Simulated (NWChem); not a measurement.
System: diarsenic (As2); SMILES [As]#[As]

Parts of the log:

```
             Northwest Computational Chemistry Package (NWChem) 7.3.0
             --------------------------------------------------------

                             Geometry "geometry" -> ""
                             -------------------------

 Output coordinates in angstroms (scale by  1.889725989 to convert to a.u.)

  No.       Tag          Charge          X              Y              Z
 ---- ---------------- ---------- -------------- -------------- --------------
    1 As                  33.0000     0.00000000     0.00000000     1.05926900
    2 As                  33.0000     0.00000000     0.00000000    -1.05926900

 Effective nuclear repulsion energy (a.u.)     272.0149575607

                                 NWChem DFT Module
                                 -----------------

 Summary of "ao basis" -> "ao basis" (spherical)
 ------------------------------------------------------------------------------
       Tag                 Description            Shells   Functions and Types
 ---------------- ------------------------------  ------  ---------------------
 As                          6-31g*                 12       32   5s4p3d

            General Information
            -------------------
          SCF calculation type: DFT
          Wavefunction type:  closed shell.
          No. of atoms     :     2
          No. of electrons :    66
           Alpha electrons :    33
            Beta electrons :    33
          Charge           :     0
          Spin multiplicity:     1
          Use of symmetry is: off; symmetry adaption is: off
          Maximum number of iterations: 150
          AO basis - number of functions:    64
                     number of shells:    24
          Convergence on energy requested:  1.00D-06
          Convergence on density requested:  1.00D-05
          Convergence on gradient requested:  5.00D-04

              XC Information
              --------------
                         PBE0 Method XC Functional
                     Hartree-Fock (Exact) Exchange  0.250
          PerdewBurkeErnzerhof Exchange Functional  0.750
            Perdew 1991 LDA Correlation Functional  1.000 local
           PerdewBurkeErnz. Correlation Functional  1.000 non-local

[...]

                                NWChem TDDFT Module
                                -------------------

            General Information
            -------------------
           No. of orbitals :     128
            Alpha orbitals :      64
             Beta orbitals :      64
        Alpha frozen cores :       0
         Beta frozen cores :       0
     Alpha frozen virtuals :       0
      Beta frozen virtuals :       0
         Spin multiplicity :       1
    Number of AO functions :      64
        Use of symmetry is : off
      Symmetry adaption is : off
         Schwarz screening :  0.10D-07

              XC Information
              --------------
                  PBE0 Method XC Functional
              Hartree-Fock (Exact) Exchange   0.25
   PerdewBurkeErnzerhof Exchange Functional   0.75
     Perdew 1991 LDA Correlation Functional   1.00 local
    PerdewBurkeErnz. Correlation Functional   1.00 non-local

             TDDFT Information
             -----------------
          Calculation type : Tamm-Dancoff TDDFT
         Wavefunction type : Restricted singlets
          No. of electrons :      66
           Alpha electrons :      33
            Beta electrons :      33
              No. of roots :       6
          Max subspacesize :    5200
            Max iterations :     100
               Target root :       1
           Target symmetry : none
      Symmetry restriction : off
                 Algorithm : Optimal
        Davidson threshold :  0.10D-03

    6 smallest eigenvalue differences (eV)
--------------------------------------------------------
  No. Spin  Occ  Vir  Irrep   E(Occ)    E(Vir)   E(Diff)
--------------------------------------------------------
    1    1   33   34 a        -0.273    -0.101     4.681
    2    1   32   34 a        -0.273    -0.101     4.681
    3    1   33   35 a        -0.273    -0.101     4.681
    4    1   32   35 a        -0.273    -0.101     4.681
    5    1   31   34 a        -0.290    -0.101     5.158
    6    1   31   35 a        -0.290    -0.101     5.158
--------------------------------------------------------

  Entering Davidson iterations
  Restricted singlet excited states

  Iter   NTrls   NConv    DeltaV     DeltaE      Time
  ----  ------  ------  ---------  ---------  ---------
    1      6       0     0.23E+00   0.10+100        5.5
    2     12       0     0.16E+00   0.93E-01        6.0
    3     18       3     0.51E-01   0.44E-01        6.5
    4     21       5     0.49E-02   0.62E-03        4.7
    5     22       5     0.39E-03   0.12E-04        4.6
    6     23       6     0.82E-04   0.85E-07        4.9
  ----  ------  ------  ---------  ---------  ---------
  Convergence criterion met

  Ground state a       -4470.637737622061 a.u.

  ----------------------------------------------------------------------------
  Root   1 singlet a              0.106967036 a.u.                2.9107 eV
  ----------------------------------------------------------------------------
     Transition Moments    X -0.00000   Y -0.00000   Z -0.00000
     Dipole Oscillator Strength                    0.0000000000
     Electric Quadrupole                           0.0000000000
     Magnetic Dipole                               0.0000000000
     Total Oscillator Strength                     0.0000000000

[...]
```

Level: PBE0/6-31G* (spherical d), TDA. All runs use the structure optimised with B3LYP/6-31G* (spherical d).

**Question.** Which NWChem input produces such a log?

**Answer.** This is not unique; one that fits is the input that was run:
```
start job
memory heap 200 mb stack 700 mb global 900 mb
geometry units angstroms noautosym nocenter noautoz
  As     0.000000     0.000000     1.059269
  As     0.000000     0.000000    -1.059269
end
basis spherical
  * library 6-31g*
end
dft
  xc pbe0
  iterations 150
end
tddft
  cis
  nroots 6
  notriplet
end
task tddft energy
```
